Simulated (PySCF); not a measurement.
C₄H₇IO.
Structure used (PBE0-D3(BJ)/def2-SVP), in Å, numbered top down from 1:
```
atom  x, y, z in Å
C1    -1.405   -0.467    0.712
C2    -0.727    0.629   -0.094
C3     0.795    0.569   -0.070
C4     1.365   -0.609   -0.807
O5     0.792   -1.452   -1.397
I6     3.584   -0.641   -0.715
H7    -1.088   -0.441    1.767
H8    -2.499   -0.350    0.692
H9    -1.169   -1.463    0.311
H10   -1.022    1.618    0.295
H11   -1.070    0.597   -1.141
H12    1.255    1.463   -0.522
H13    1.195    0.529    0.958
```

Level of theory: PBE0-D3(BJ)/def2-SVP geometry optimisation, gas phase, def2 core potentials past Kr (PySCF 2.14.0).

Masses are those of the commonest isotopes; rigid-rotor values at the optimised geometry. The values belong to one conformer with, in the numbering `[CH3:1][CH2:2][CH2:3][C:4](=[O:5])[I:6]`, C1–C2–C3–C4 69°, C2–C3–C4–O5 1°.

Task: What are A, B and C (MHz)?

Result: Ia = 80.92, Ib = 678.19, Ic = 717.66 u·Å²; 505379 MHz·u·Å²/I gives A = 6245, B = 745.2, C = 704.2 MHz.

Task: What kind of rotor is it?

Result: A near-prolate asymmetric top. Ray's parameter κ = (2B − A − C)/(A − C) = -0.985; −1 is the prolate and +1 the oblate limit.

Task: What does the inertial defect say?

Result: Not planar: Δ = Ic − Ia − Ib = -41.45 u·Å². For a rigid frame Δ = −2 Σ m c², so Σ m c² = 20.73 u·Å² lies off the ab plane: 8.05 from hydrogen and 12.68 from heavier atoms. The atom farthest from that plane is 1.64 Å away.

Task: Give the other two planar moments, Paa and Pbb, and the rms extents of the mass along the axes.

Result: Paa = Σ m a² = (Ib + Ic − Ia)/2 = 657.46 and Pbb = Σ m b² = (Ia + Ic − Ib)/2 = 60.20 u·Å². With the mass M = 197.95 u, the rms extents √(P/M) along a, b and c are 1.82, 0.55, 0.32 Å.

Task: Where do the levels up to J = 5 lie, in K?

Result: Above 0(0,0), as E/k:
J = 1: 1(0,1) 0.070, 1(1,1) 0.334, 1(1,0) 0.335
J = 2: 2(0,2) 0.209, 2(1,2) 0.471, 2(1,1) 0.477, 2(2,1) 1.268, 2(2,0) 1.268
J = 3: 3(0,3) 0.417, 3(1,3) 0.676, 3(1,2) 0.688, 3(2,2) 1.477, 3(2,1) 1.477, 3(3,1) 2.802, 3(3,0) 2.802
J = 4: 4(0,4) 0.695, 4(1,4) 0.951, 4(1,3) 0.970, 4(2,3) 1.755, 4(2,2) 1.756, 4(3,2) 3.080, 4(3,1) 3.080, 4(4,1) 4.935, 4(4,0) 4.935
J = 5: 5(0,5) 1.043, 5(1,5) 1.294, 5(1,4) 1.323, 5(2,4) 2.103, 5(2,3) 2.104, 5(3,3) 3.428, 5(3,2) 3.428, 5(4,2) 5.283, 5(4,1) 5.283, 5(5,1) 7.667, 5(5,0) 7.667
Those of J = 1 are B + C, A + C and A + B.

Task: Which lines would a microwave search look for?

Result: The dipole components are |μa| = 2.17 D, |μb| = 2.06 D, |μc| = 0.18 D. The squared components, which scale the intensities, stand as 1.00 : 0.90 : 0.01 (a : b : c). Some of the stronger lines:

```
type  branch         J(Ka,Kc)    MHz  lower level (cm⁻¹)
   b       R  4(0,4) ← 3(1,3)    397               0.470
   a       Q  4(1,3) ← 4(1,4)    410               0.661
   a       R  3(1,2) ← 2(1,1)   4410               0.331
   a       R  4(3,1) ← 3(3,0)   5798               1.947
   b       Q  5(2,3) ← 5(1,4)  16263               0.920
   b       Q  3(2,1) ← 3(1,2)  16440               0.478
   b       R  3(2,1) ← 2(1,2)  20973               0.327
   b       R  5(2,4) ← 4(1,3)  23604               0.674
   b       R  5(2,3) ← 4(1,4)  24022               0.661
   b       R  3(3,0) ← 2(2,1)  31951               0.882
   b       R  5(4,2) ← 4(3,1)  45891               2.141
   b       R  5(4,1) ← 4(3,2)  45891               2.141
   b       Q  5(5,1) ← 5(4,2)  49685               3.672
```

Task: Estimate the classical rotational partition function at 50 K, 100 K and 200 K.

Result: Point group C1, symmetry number σ = 1; q = (√π/σ)·√((kT/h)³/(ABC)), k/h = 20836.6 MHz/K: 32900 at 50 K, 93100 at 100 K, 263000 at 200 K.

No PBE0-D3(BJ)/def2-SVP frequencies stand behind this structure, so it isn't proved a minimum. These are rigid-rotor constants of the computed structure; measured ground-state constants (B0) also hold zero-point vibration. A rigid rotor knows nothing of internal rotation, which can split or shift real lines. Quadrupole hyperfine structure (127I) is left out.
